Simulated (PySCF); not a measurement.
**Polarisability and C₆ of Fe (iron, neutral)**

[Ar] 3d8, high-spin 3F determinant (an excited configuration). Computed with PySCF 2.14 in aug-cc-pwCVTZ (10s9p7d4f3g, 127 functions), with no relativity, point nucleus. Coupled (time-dependent) response in atomic units; α is the mean over directions.

```tsv
method	mean α (bohr³)	C₆ (like pair)	S(−4)
UHF	64.74	157.4	70950
```

S(−4) is the Cauchy moment in α(ω) = α(0) + S(−4) ω² + …

α(iu) at UHF:

```
u (hartree)  α(iu) (bohr³)
          0          64.74
     0.0500          24.45
      0.100          14.70
      0.200          9.346
      0.300          7.333
      0.500          5.506
      0.750          4.242
       1.00          3.359
       1.50          2.219
       2.00          1.567
       3.00         0.9080
       5.00         0.4254
```

⟨S²⟩ = 2.07 against 2.00 shows spin contamination.
